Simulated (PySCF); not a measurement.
## Ti: excitation energy

Ti [Ar] 3d2 4s2 (3F) → Ti [Ar] 3d4 (5D), as a difference of total energies. All numbers are calculated (PySCF 2.14, scalar relativity by spin-free X2C-1e, in aug-cc-pVQZ-DK). Correlated levels: valence: [Ar] frozen. The calculations carry no spin-orbit coupling.

| method | excitation energy (eV) |
| --- | --- |
| UHF | 4.586 |
| LDA | 2.179 |
| PBE | 2.313 |
| PBE0 | 2.823 |
| r2SCAN | 2.585 |
| r2SCANh | 2.768 |
| PBEsol | 2.171 |
| MP2 (valence) | 4.026 |
| SCS-MP2 (valence) | 5.141 |

How much does correlation contribute at MP2 (valence)?

4.026 − (4.586) = -0.560 eV, measured against UHF.

A first-order spin-orbit estimate (lowest level to lowest level, LS coupling) adds 0.016 eV.
